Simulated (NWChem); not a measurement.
A series in which one site is exchanged, each optimised at PBE0/def2-SVP with NWChem, gas phase unless a solvent is named. Low-valent species are run as closed-shell singlets; no triplet was tried in these runs. Some are not confirmed as minima by frequencies. def2 effective core potentials on I, Pb; no spin-orbit coupling.

A: [SiH3][Pb][Cl] (PbSiH₃Cl; site = Cl)
B: [Pb]([SiH3])[Br] (PbSiH$_{3}$Br; site = Br)
C: [SiH3][Pb][I] (PbSiH$_{3}$I; site = I)
D: [F][Pb][SiH3] (PbSiH$_{3}$F; site = F)

Values for A:

```
Property                                       Value
---------------------------------------------  -----
dipole (D), PBE0/def2-SVP                       3.70
orbital gap (eV), PBE0/def2-SVP                 3.28
static polarisability, PBE0/def2-SVPD (bohr³)   97.1
```

How do these values change for the other members?


| change from A | B | C | D |
|---|---|---|---|
| dipole (D), PBE0/def2-SVP | -0.06 | -0.26 | -0.01 |
| orbital gap (eV), PBE0/def2-SVP | -0.07 | -0.20 | +0.13 |
| static polarisability, PBE0/def2-SVPD (bohr³) | +9.6 | +26.1 | -16.2 |
